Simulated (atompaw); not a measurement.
**What one change does to a pseudopotential (Co (Z = 27), PAW (atompaw))**

cobalt (Co), PAW, made with atompaw 4.2.0.5 (PBE, scalar-relativistic). Core [Ne], reference 3s2 3p6 3d7 4s2 4p0. Waves: 3s (bound): rc 0.95 bohr; 4s (bound): rc 1.70 bohr; 3p (bound): rc 0.90 bohr; 4p (bound, empty): rc 1.70 bohr; 3d (bound): rc 1.70 bohr; 3d channel at 4.25 Ry: rc 1.70 bohr. Local part: bessel scheme, radius 1.45 bohr. Core correction: smooth core density matched at 1.55 bohr. Augmentation charge: besselshape compensation charge, radius 1.30 bohr; PAW radius 1.70 bohr; waves and projectors: custom polynom vanderbiltortho.

Change: core [Ar], valence charge 9; reference 3d7 4s2 4p0; waves now 4s (bound): rc 2.65 bohr; 4s channel at 1.1 Ry: rc 2.65 bohr; 4p (bound): rc 2.65 bohr; 4p channel at 0.55 Ry: rc 2.65 bohr; 3d (bound): rc 0.90 bohr; 3d channel at 3.85 Ry: rc 0.90 bohr; local potential bessel scheme, radius 2.10 bohr; core correction smooth core density matched at 2.10 bohr; augmentation besselshape compensation charge, radius 2.65 bohr; PAW radius 2.65 bohr; waves and projectors: custom polynom vanderbiltortho.

Cutoffs: the cutoffs (Ry, on a coarse ladder) from which the occupation-weighted sum of valence levels, in a spherical-Bessel basis at the reference potential, stays within 10 and 1 mRy of its value at 400 Ry; they do not see the model core or the augmentation charge, which bear on the density cutoff.

Question: What does the change do?

Answer: The potential gets harder (80 Ry and 160 Ry → 180 Ry and 260 Ry); neither file shows a bound ghost. Several settings change at once here, so the effects cannot be laid on one of them.

```json
{"quantity": "cutoff, loose", "base": "80 Ry", "changed": "180 Ry"}
{"quantity": "cutoff, tight", "base": "160 Ry", "changed": "260 Ry"}
{"quantity": "bound ghosts", "base": "none", "changed": "none"}
{"quantity": "lowest overlap eigenvalue by channel", "base": "s 0.61, p 0.50, d 0.93", "changed": "s 0.18, p 0.53, d 1.00"}
```

 The cutoffs see the waves, projectors and local potential, not the compensation charge or the core.
